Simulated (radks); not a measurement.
Q: These are the eigenvalues of the occupied orbitals of an atom or ion with whole-number occupations (hartree). Calculated with a radial shooting solver on a logarithmic mesh with Libxc functionals: Dirac Kohn-Sham, Wu-Cohen GGA, spin-unpolarised, spherical densities, finite nucleus; Fermi nuclear charge, rms radius of each element as measured or else 0.836 A^(1/3) + 0.57 fm.

| orbital | eigenvalue |
|---|---|
| 1s1/2 | -105.3107 |
| 2s1/2 | -12.15848 |
| 2p1/2 | -10.16648 |
| 2p3/2 | -10.09541 |
| 3s1/2 | -1.99048 |
| 3p1/2 | -1.47434 |
| 3p3/2 | -1.46584 |
| 3d3/2 | -0.69936 |

Which element is it, and in what charge state? The configuration may be excited. Open shells, if any, fill j = l - 1/2 first.

A: Z = 17, chlorine, charge +2: Cl2+ in [He] 2s2 2p4 3s2 3p3 3d2. The list shows which subshells hold electrons but not how many an open one holds; the 1s level, -105.31 hartree, gives Z - s = 14.5 by -(Z - s)^2/2, which with screening and relativity narrows Z to a few neighbours, and the depths of the outer levels then fix element, charge and occupations together.
